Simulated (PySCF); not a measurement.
Energy of Ar⁺ (argon, charge +1) between two integer charges

The 3p beta orbital of [Ne] 3s2 3p5 is emptied in steps (occupation f), with all orbitals relaxed, ending at [Ne] 3s2 3p4. All numbers are calculated (PySCF 2.14, scalar relativity by spin-free X2C-1e, in x2c-TZVPall). The exact energy is a straight line in f; departures are measured from the line between the end points of the same method.

| f | UHF (eV) | LDA (eV) | PBE (eV) | PBE0 (eV) | r2SCAN (eV) | LC-wPBE (eV) | BHandHLYP (eV) | wB97X (eV) | HSE06 (eV) | B3LYP (eV) |
| --- | --- | --- | --- | --- | --- | --- | --- | --- | --- | --- |
| 1 | 0.000 | 0.000 | 0.000 | 0.000 | 0.000 | 0.000 | 0.000 | 0.000 | 0.000 | 0.000 |
| 0.8 | 0.198 | -0.998 | -0.967 | -0.681 | -0.901 | -0.209 | -0.407 | -0.270 | -0.747 | -0.751 |
| 0.6 | 0.291 | -1.500 | -1.448 | -1.018 | -1.339 | -0.309 | -0.613 | -0.403 | -1.117 | -1.128 |
| 0.4 | 0.284 | -1.501 | -1.443 | -1.013 | -1.320 | -0.303 | -0.616 | -0.402 | -1.113 | -1.128 |
| 0.2 | 0.186 | -1.001 | -0.957 | -0.670 | -0.861 | -0.196 | -0.413 | -0.268 | -0.737 | -0.751 |
| 0 | 0.000 | 0.000 | 0.000 | 0.000 | 0.000 | 0.000 | 0.000 | 0.000 | 0.000 | 0.000 |

Problem. For UHF, how does the orbital energy at f = 1 compare with the removal energy?

Solution. −ε = 27.634 eV against a total-energy difference of 26.368 eV. By Janak's theorem ε = ∂E/∂f, so the gap between them reflects the curvature. Along the path −ε is 27.088 (f = 0.8), 26.578 (f = 0.6), 26.100 (f = 0.4), 25.652 (f = 0.2) eV.

```csv
method,E(f=0) − E(f=1) (eV),−ε at f=1 (eV),−ε at f=0.4 (eV)
UHF,26.368,27.634,26.100
LDA,27.829,21.608,29.076
PBE,27.605,21.557,28.839
PBE0,27.613,23.351,28.487
r2SCAN,27.662,21.996,28.877
LC-wPBE,27.749,26.427,28.039
BHandHLYP,27.539,25.007,28.035
wB97X,27.615,25.920,27.956
HSE06,27.610,22.933,28.565
B3LYP,27.718,23.026,28.659
```

Reference removal energy between the ground levels: 27.630 eV (measured; NIST Atomic Spectra Database, ionization energies). The calculation has no spin-orbit coupling. UHF lacks correlation.
